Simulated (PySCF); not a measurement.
# Spin-Hamiltonian simulation

Molecule: SMILES O=C(F)c1ccccc1, C₇H₅FO.

Geometry (Å), atoms numbered from 1 in this order:
```xyz
14

O     3.000   -1.077   -0.222
C     2.339   -0.113   -0.021
F     2.923    1.070    0.230
C     0.865   -0.026   -0.007
C     0.195    1.177    0.246
C    -1.196    1.203    0.251
C    -1.918    0.035    0.004
C    -1.251   -1.165   -0.250
C     0.139   -1.197   -0.256
H     0.771    2.083    0.438
H    -1.722    2.140    0.448
H    -3.010    0.059    0.010
H    -1.819   -2.078   -0.443
H     0.686   -2.122   -0.451
```

PySCF 2.14 calculation with PBE0-D3(BJ)/def2-SVP structure, spin–spin couplings from B3LYP/pcJ-1 (spin–dipole term only in couplings to heteroatoms) and σ from GIAO-PBE/pcSseg-1; no solvent model, averaged over atoms made equivalent by symmetry, fast rotation or ring inversion, relativity neglected, one conformer.

Referencing at the same level of theory: $^{1}$H vs TMS.

Shifts (ppm): F3 2.5, H10/H14 8.12, H11/H13 7.53, H12 7.60.
Couplings (Hz): F3–H11, F3–H13: 1.2; F3–H12: 0.2; H10–H11, H13–H14: 8.9; H10–H12, H12–H14: 1.0; H10–H13, H11–H14: 0.6; H10–H14: 1.6; H11–H12, H12–H13: 8.3; H11–H13: 0.9.

The 6-spin Hamiltonian (Zeeman plus full scalar coupling among like nuclei) was diagonalised exactly; lines are Lorentzian, 1.0 Hz wide, and the maxima above 3 % are listed with the tallest set to 100.

Q: Give the $^{1}$H peak list of this spin system at 100 MHz.

A: 
```json
{"Hz": "820.2", "ppm": "8.203", "height": "7"}
{"Hz": "817.6", "ppm": "8.176", "height": "47"}
{"Hz": "815.8", "ppm": "8.158", "height": "55"}
{"Hz": "812.5", "ppm": "8.125", "height": "31"}
{"Hz": "811.4", "ppm": "8.114", "height": "35"}
{"Hz": "809.9", "ppm": "8.099", "height": "47"}
{"Hz": "808.0", "ppm": "8.080", "height": "42"}
{"Hz": "807.1", "ppm": "8.071", "height": "62"}
{"Hz": "801.2", "ppm": "8.012", "height": "4"}
{"Hz": "769.2", "ppm": "7.692", "height": "4"}
{"Hz": "763.8", "ppm": "7.638", "height": "13"}
{"Hz": "762.6", "ppm": "7.626", "height": "15"}
{"Hz": "758.8", "ppm": "7.588", "height": "97"}
{"Hz": "756.8", "ppm": "7.567", "height": "100"}
{"Hz": "753.9", "ppm": "7.539", "height": "32"}
{"Hz": "752.7", "ppm": "7.527", "height": "32"}
{"Hz": "751.2", "ppm": "7.513", "height": "46"}
{"Hz": "750.8", "ppm": "7.508", "height": "46"}
{"Hz": "747.8", "ppm": "7.478", "height": "9"}
{"Hz": "747.0", "ppm": "7.470", "height": "10"}
{"Hz": "745.8", "ppm": "7.457", "height": "11"}
{"Hz": "744.6", "ppm": "7.446", "height": "9"}
{"Hz": "743.0", "ppm": "7.430", "height": "4"}
{"Hz": "742.0", "ppm": "7.420", "height": "5"}
{"Hz": "741.0", "ppm": "7.410", "height": "6"}
{"Hz": "740.1", "ppm": "7.401", "height": "4"}
```

Q: And at 500 MHz?

A: 
Hz from δ = 0 (height): 4064.4 (94), 4057.9 (28), 4056.1 (100), 4054.8 (86), 3809.2 (17), 3808.2 (11), 3803.1 (13), 3801.0 (59), 3799.1 (17), 3793.8 (27), 3792.8 (42), 3791.9 (25), 3773.1 (53), 3772.3 (53), 3764.9 (79), 3763.8 (73), 3756.9 (29), 3755.7 (35), 3754.6 (19)

Q: Among coupled protons with different shifts, which pair is furthest from first order, and how does the field change that?

A: H11 and H12: Δν/J is about 0.8 at 100 MHz (strongly coupled) and 4.2 at 500 MHz (intermediate, with clear roofing). J in Hz doesn't depend on the field, while Δν in Hz grows in proportion to it. The system also holds chemically equivalent protons that couple differently to a partner (AA′BB′ or AA′XX′ type), and that part stays second order at any field.

Unscaled 3J(H,H) at this level run about 10 % above measured values.
